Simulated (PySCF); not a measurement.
Bonds (- single, = double, # triple, : aromatic): C1#C2 1.203 Å, C2-C3 1.400 Å, C3=C4 1.356 Å, C4-C5 1.415 Å, C5#N6 1.147 Å, C4-C7 1.453 Å, C7=C8 1.329 Å. C1 carries H9; C3 carries H10; C7 carries H11; C8 carries H12, H13. Stereochemistry as in C#C/C=C(/C#N)C=C. H13 is cis to C4; H12 is trans to C4.

PySCF calculation with PBE0/pcSseg-1 with gauge-including orbitals and structure optimised with GFN2-xTB; isolated molecule, non-relativistic, single conformer.

Shifts are taken against calculated references (same method and geometry level): $^{13}$C (σref 186.93), $^{1}$H (σref 31.72) vs TMS; $^{15}$N (σref 267.73) against NH3.

```tsv
atoms	nucleus	count	Hirshfeld charge	δ (ppm)
C8	$^{13}$C	1	-0.07	132.4
H9	$^{1}$H	1	0.10	3.90
H10	$^{1}$H	1	0.07	6.31
C4	$^{13}$C	1	0.02	133.9
C7	$^{13}$C	1	-0.04	?
H12	$^{1}$H	1	0.06	?
H13	$^{1}$H	1	0.05	6.38
N6	$^{15}$N	1	-0.21	?
C1	$^{13}$C	1	-0.08	?
H11	$^{1}$H	1	0.05	7.30
C5	$^{13}$C	1	0.08	121.9
C3	$^{13}$C	1	-0.01	129.3
C2	$^{13}$C	1	-0.03	83.5
```

Q: Complete the table.

A: 
- C7: 138.6 ppm, alkene CH; as expected for a trigonal carbon in a double bond
- C1: 108.6 ppm, terminal alkyne carbon
- H12: 6.07 ppm, hydrogen on a terminal =CH2 carbon; olefinic region
- N6: 329.3 ppm, nitrile nitrogen

Shifts are as computed. Against solution values, carbons near 30 ppm lie about +3 ppm off and those near 130 ppm about +5 ppm. Of 1211 compounds with measured shifts, 218 miss one by over three times the rms of a fit or turn the order of signals round; such compounds aren't used in these exercises. Experimental scales use liquid or dissolved standards, which lie at an offset from isolated NH3 (liquid NH3: subtract about 20 ppm). Unscaled 15N shifts of sp2 nitrogen come out 20 to 40 ppm too high even then.
